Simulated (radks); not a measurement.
Radial electron density D(r) = 4 pi r^2 rho(r) of an atom or ion with 6 electrons. Calculated with a radial shooting solver on a logarithmic mesh with Libxc functionals: non-relativistic Kohn-Sham, TASK exchange with Perdew-Wang LDA correlation, spin-unpolarised, spherical densities, point nucleus; meta-GGA in the generalised Kohn-Sham scheme.

```
   r/bohr * D(r) (the largest magnitude, 24.2, reaches the edge; | marks zero)
  0.00414 |  *
  0.00463 |  *
 0.005179 |   *
 0.005747 |    *
 0.006428 |     *
  0.00719 |      *
 0.008042 |       *
 0.008995 |         *
 0.009981 |           *
  0.01116 |             *
  0.01249 |                *
  0.01397 |                  *
   0.0155 |                     *
  0.01733 |                         *
  0.01939 |                             *
  0.02169 |                                 *
  0.02426 |                                     *
  0.02691 |                                         *
   0.0301 |                                             *
  0.03367 |                                                *
  0.03766 |                                                   *
  0.04212 |                                                     *
  0.04674 |                                                      *
  0.05228 |                                                      *
  0.05848 |                                                    *
  0.06541 |                                                 *
  0.07316 |                                             *
  0.08118 |                                        *
   0.0908 |                                   *
   0.1016 |                              *
   0.1136 |                          *
   0.1271 |                       *
    0.141 |                      *
   0.1577 |                       *
   0.1764 |                        *
   0.1973 |                           *
   0.2207 |                            *
   0.2448 |                             *
   0.2739 |                            *
   0.3063 |                         *
   0.3426 |                     *
   0.3832 |                *
   0.4252 |            *
   0.4756 |       *
    0.532 |    *
    0.595 |  *
   0.6603 | *
   0.7385 |*
    0.826 |*
   0.9239 |*
    1.033 |*
    1.147 *
    1.283 *
    1.435 *
    1.605 *
    1.795 *
    1.991 *
```

What is the nuclear charge?

Answer. Z = 21. The innermost maximum, from 1s, lies near 1/Z = 0.0476 bohr (found: 0.0479), and its height grows with Z. The density is that of the scandium ion Sc15+ in [He] 2s2 2p1.75 3s0.25; the configuration itself is not fixed sharply by these data, and Z only to about a unit. D(r) has 2 maxima, at r = 0.0479, 0.245 bohr, and minima at 0.143 bohr, inside which lie 2.20 electrons.
